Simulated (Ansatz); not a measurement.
`C[CH2][InH][SH]` and `C[CH2][AlH][SH]` differ in one element.

Ansatz, PBE0-D4/def2-TZVP geometries, multiplicity 1. Each molecule was computed in one conformer, which needn't be the lowest.

Elements past krypton have def2 core potentials.

| property | `C[CH2][InH][SH]` |
| --- | --- |
| ideal-gas entropy at 298 K and 1 bar (rigid rotor, harmonic PBE0-D4/def2-TZVP) / J/(mol·K) | 367 |
| size of the dipole moment (B3LYP/def2-TZVPP) / D | 2.59 |
| HOMO–LUMO gap (PBE0/def2-TZVPP) / eV | 5.88 |
| LUMO energy (PBE0/def2-TZVPP) / eV | -1.31 |
| HOMO energy (PBE/def2-TZVPP) / eV | -6.03 |
| LUMO energy (PBE/def2-TZVPP) / eV | -2.01 |

Task: Give the same properties after the change, and the shifts. (Best estimate.)

Result: Computed: 
| property | `C[CH2][AlH][SH]` | shift |
| --- | --- | --- |
| ideal-gas entropy at 298 K and 1 bar (rigid rotor, harmonic PBE0-D4/def2-TZVP) / J/(mol·K) | 345 | -22 |
| size of the dipole moment (B3LYP/def2-TZVPP) / D | 1.86 | -0.73 |
| HOMO–LUMO gap (PBE0/def2-TZVPP) / eV | 6.72 | 0.84 |
| LUMO energy (PBE0/def2-TZVPP) / eV | -0.92 | 0.39 |
| HOMO energy (PBE/def2-TZVPP) / eV | -6.46 | -0.43 |
| LUMO energy (PBE/def2-TZVPP) / eV | -1.68 | 0.33 |

With PBE0 the HOMO falls by 0.46 eV and the LUMO rises by 0.39 eV, so the gap widens by about 0.85 eV. PBE moves the HOMO by -0.43 eV and ωB97M-V by -0.46 eV. Dipoles are sizes alone; their direction can turn. Modes under 60 cm⁻¹, often nearly free rotors, make the harmonic entropy too high.

Positive LUMOs are unbound, so they and the gaps depend on the basis.

B3LYP here is the variant with VWN-RPA as its local correlation; programs differ in this.
